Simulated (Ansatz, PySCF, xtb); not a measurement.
Reaction R1 + R2 → 2 P1, each structure at its B3LYP-D3(BJ)/def2-TZVP stationary point, reached from a drawn start (curvature not checked).
R1: Br2 (SMILES BrBr), charge 0, multiplicity 1.
R2, I2 (SMILES II) (charge 0, multiplicity 1):
| atom | x (Å) | y (Å) | z (Å) |
|---|---|---|---|
| I | 0.0000 | 0.0000 | -1.3474 |
| I | 0.0000 | 0.0000 | 1.3474 |
P1: BrI (SMILES BrI), charge 0, multiplicity 1.

```
level                                reaction energy (kcal/mol)
-----------------------------------  --------------------------
GFN2-xTB                                                  -1.20
BLYP/def2-TZVPP                                           -2.44
revPBE-D3(BJ)/def2-TZVPP                                  -2.18
B3LYP-D4/def2-TZVPP                                       -2.38
BHLYP/def2-TZVPP                                          -2.53
BHLYP-D3(BJ)/def2-TZVPP                                   -2.41
BHLYP-D4/def2-TZVPP                                       -2.40
M06-2X/def2-TZVPP                                         -2.23
wB97X-V/def2-TZVPP                                        -2.50
B2PLYP-D4/def2-TZVPP                                      -2.47
MP2/def2-SVP                                              -2.14
MP2/def2-QZVPP                                            -2.47
SCS-MP2/def2-QZVPP                                        -2.50
CCSD(T)/CBS(def2-TZVPP, def2-QZVPP)                       -2.29
```

P less R. No zero-point or thermal terms; no spin–orbit coupling.

Frozen-core correlation throughout. In cc and def2 sets filled d and f shells under p-block atoms count as core. CBS: X⁻³ extrapolation of the correlation energy, Hartree–Fock from the larger set.

Codes used: Ansatz (Gaussian basis) for Hartree–Fock, density functionals and correlated methods; PySCF for M06-2X and the D3/D4 terms; xtb for the GFN methods. Each number belongs to the level named beside it. Elements past Kr take the def2 small-core potentials, without spin–orbit coupling.

Ansatz is an electronic-structure program.
